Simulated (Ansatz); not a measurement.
Consider the atomization: `B[CH2][Ga]([CH3])[F]` → B• + 2 C• + F• + Ga• + 7 H•.

Calculated with Ansatz (gas phase, PBE0-D4/def2-TZVP geometries, no zero-point term in ΔE). CCSD(T)/CBS is the MP2 limit (def2-TZVPP, def2-QZVPP) plus CCSD(T) − MP2 in def2-TZVPP, frozen cores. This one scheme is used for every species, atoms too. Functionals use def2-TZVPP. No spin–orbit coupling; open shells (•) take unrestricted orbitals. Spin–orbit coupling would lower the free atoms: a little for B, C, F; clearly for Ga. Bonds to Ga are less sure, by a few kJ/mol each and by 10 to 20 or more in all where they break to atoms, as the def2 sets lack core-valence functions. Scalar relativity is left out up to krypton. Each species was taken in one conformer, which may not be the lowest.

| level | ΔE (eV) | difference from CCSD(T)/CBS |
| --- | --- | --- |
| ωB97X-V | 45.03 | 0.05 |
| B2PLYP | 44.57 | -0.41 |
| PBE | 45.28 | 0.30 |
| r2SCAN | 45.16 | 0.18 |
| CCSD/def2-TZVPP | 43.58 | -1.40 |
| CCSD(T)/def2-TZVPP | 44.12 | -0.86 |
| MP2/def2-QZVPP | 45.33 | 0.35 |
| SCS-MP2/def2-QZVPP | 45.09 | 0.11 |
| HF/CBS(def2) | 34.37 | -10.61 |
| MP2/CBS(def2) | 45.68 | 0.70 |
| CCSD(T)/CBS | 44.98 | 0 |

Largest T1 diagnostic among the species: 0.014.

The D4 term adds +0.36 eV with B3LYP and +0.19 eV with PBE0; it sums over pairs of atoms, weighted by their polarisabilities, and B3LYP, whose exchange is more repulsive, gets the larger term. From PBE to PBE0 (25 % exact exchange), in def2-TZVPP and without D4, ΔE moves by −0.48 eV: exact exchange takes away binding that semilocal exchange gives to molecules.

B3LYP here is the variant with VWN-RPA as its local correlation; programs differ in this.

For atomizations the MP2-based limit and the directly extrapolated one differ by several kJ/mol either way, and by 10 to 25 for some Ge, Se and Sn compounds, so smaller differences from it don't rank the levels.
